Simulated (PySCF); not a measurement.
C4H7ClSi.
SMILES with atom numbers: `[CH:1]#[C:2][C@@H:3]([SiH3:4])[CH2:5][Cl:6]` (hydrogens: H7 on C1; H8 on C3; H9, H10, H11 on Si4; H12, H13 on C5)

Level of theory: PBE0-D3(BJ)/def2-SVP geometry optimisation, gas phase in PySCF 2.14.0.

Q: What internal coordinates does the optimisation give?

A: 
```
                    bond  length (Å)   order
                   C1≡C2       1.212  triple
                   C2–C3       1.453  single
                  C3–Si4       1.922  single
                   C3–C5       1.529  single
                  C5–Cl6       1.787  single
                   C1–H7       1.074  single
                   C3–H8       1.105  single
Si4–H9, Si4–H10, Si4–H11       1.491  single
                  C5–H12       1.099  single
                  C5–H13       1.099  single
```

Bonds in one row agree within 0.01 Å and their mean is given. Orders are formal, as drawn. A selection of angles:
```
     angle  degrees
  C2–C1–H7    179.5
  C1–C2–C3    178.0
 C2–C3–Si4    109.3
  C2–C3–C5    110.0
  C2–C3–H8    109.4
 Si4–C3–C5    113.0
 Si4–C3–H8    106.5
  C5–C3–H8    108.6
 C3–Si4–H9    107.8
C3–Si4–H10    111.2
H9–Si4–H10    109.3
 C3–C5–Cl6    111.5
 C3–C5–H12    111.2
 C3–C5–H13    110.8
Cl6–C5–H12    107.3
Cl6–C5–H13    107.3
H12–C5–H13    108.6
```

Dihedral angles: C2–C3–C5–Cl6 -179° (antiperiplanar).

Si4 (SiH3 silicon) is tetrahedral (angles from 107.8° to 111.2°). The C–C distances run from 1.212 Å (C1≡C2, drawn triple) to 1.529 Å (C3–C5, drawn single), a spread of 0.317 Å.

Point group: C1 (no symmetry element, even within 0.4 Å). Not checked by PBE0-D3(BJ)/def2-SVP frequencies. The numbers are those of one conformer.

The run took 31 s wall on one thread, Arm Neoverse V1 (aarch64), shared host with 32 logical CPUs at a one-minute load of 18, and the process peaked at 0.50 GiB of memory. These figures are those of the optimisation.
